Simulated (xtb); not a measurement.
xtb input:

```bash
xtb mol.xyz --gfn 2 --sp --chrg 1 --uhf 0
```
mol.xyz:
```
16

C     -1.10617610    -1.37770322    -1.22192331
Si     0.01380705    -0.51376570    -0.01752105
C      0.38449679    -1.43231591     1.55416269
P      1.82883232     0.40210522    -0.97411633
P     -1.27916318     1.31100594     0.71266216
H     -0.57205549    -2.24273670    -1.62458314
H     -1.38264255    -0.74122906    -2.06338144
H     -2.01459321    -1.74433552    -0.74116554
H      1.00098099    -2.30036688     1.30488889
H      0.94339344    -0.82644634     2.26840454
H     -0.52406888    -1.79894277     2.03464377
H      1.09586028     1.33441538    -1.75138947
H      2.08686072     1.29810882     0.09415454
H     -2.49823172     1.05221005     1.36217334
H     -0.60149379     2.14367999     1.61408335
H     -1.64226976     2.18181014    -0.32415783
```

Problem. Which total energy does the run end on?

Solution. -16.20751 Eh (GFN2-xTB).

It need not be the lowest isomer of its formula.
